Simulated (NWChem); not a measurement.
Species: SbH, triplet; SMILES [SbH]

Computed with NWChem. Spin-unrestricted. Structure relaxed at the PBE0-D3(BJ)/def2-TZVP, spin-unrestricted level. No stability test was run on the SCF state. def2 effective core potentials on Sb; no spin-orbit coupling. Level B3LYP/def2-TZVP: single points from the atomic guess with DIIS by default; each run changes one setting, and all converged runs end within 0.3 mHa of each other.

```json
[
 {"setting": "defaults", "SCF iterations": "7"},
 {"setting": "occupation smearing of 0.005 Ha", "SCF iterations": "7"},
 {"setting": "level shift of 0.5 Ha throughout", "SCF iterations": "9"},
 {"setting": "DIIS on 20 Fock matrices", "SCF iterations": "7"},
 {"setting": "DIIS on 3 Fock matrices", "SCF iterations": "7"},
 {"setting": "70 % damping for 30 cycles", "SCF iterations": "26"}
]
```
